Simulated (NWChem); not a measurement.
System: C₂H₄BFO₂; SMILES CB(F)OC=O

Here is an NWChem input.

```
start job
memory heap 200 mb stack 900 mb global 1100 mb
geometry units angstroms noautoz
  C     -1.551665     0.701612     0.000000
  B     -0.003758     0.854611     0.000000
  F      0.575824     2.044922     0.000000
  O      0.926077    -0.177382     0.000000
  C      0.662377    -1.496590     0.000000
  O     -0.417093    -2.002487     0.000000
  H     -1.880233     0.116669    -0.873409
  H     -2.055713     1.677494     0.000000
  H     -1.880233     0.116669     0.873409
  H      1.617561    -2.061905     0.000000
end
basis spherical
  * library def2-tzvp
end
dft
  xc xpbe96 cpbe96
  iterations 150
  semidirect filesize 400000000
  mulliken
end
task dft energy
```

Structure relaxed at the PBE0/def2-SVP level.

### Question
Predict the main results of this run. (PBE/def2-TZVP.) Quantities: energy (Ha); highest occupied level (eV); orbital gap (eV); dipole (D).

### Answer
| Property | Value |
|---|---|
| energy (Ha) | -353.64 |
| highest occupied level (eV) | -7.02 |
| orbital gap (eV) | 4.93 |
| dipole (D) | 0.30 |
